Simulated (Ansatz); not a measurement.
Total energies of the cluster GeCl2⁻ from Ansatz at PBE0-D4/def2-TZVPD, gas phase (1 Eh = 27.2114 eV = 2625.5 kJ/mol). The reference geometry is relaxed at PBE-D4/def2-TZVPD.

```xyz
3

Ge   -0.024   -0.112    1.005
Cl   -0.308   -1.699   -0.706
Cl    0.332    1.812   -0.299
```

| state | geometry | energy (Eh) |
| --- | --- | --- |
| charge -1 doublet | reference | -2997.01417 |
| charge 0 singlet | reference | -2996.94805 |
| charge -1 quartet | relaxed at PBE-D4/def2-TZVPD | -2996.91344 |

Question: Work out the vertical ionisation energy to the singlet.

Answer: E(charge 0 singlet) − E(charge -1 doublet) = -2996.94805 − (-2997.01417) = 0.06612 Eh = 1.80 eV. For comparison, −ε of the highest occupied level of the spin that leaves is -0.14 eV at this level, 1.94 eV less.

Question: Which of the charge -1 states is lowest, and how far above it are the others?

Answer: The doublet. quartet: -2996.91344 − (-2997.01417) = 0.10073 Eh = 264.5 kJ/mol.

At PBE0-D4/def2-TZVPD the highest occupied level of the charge -1 doublet lies above zero (up to 0.14 eV). By energy differences its removal costs 1.80 eV (vertical, to the charge 0 singlet, at PBE0-D4/def2-TZVPD); a positive level beside a positive removal energy at the same level points to self-interaction error. 

The structure comes from a short search, and lower isomers may exist.
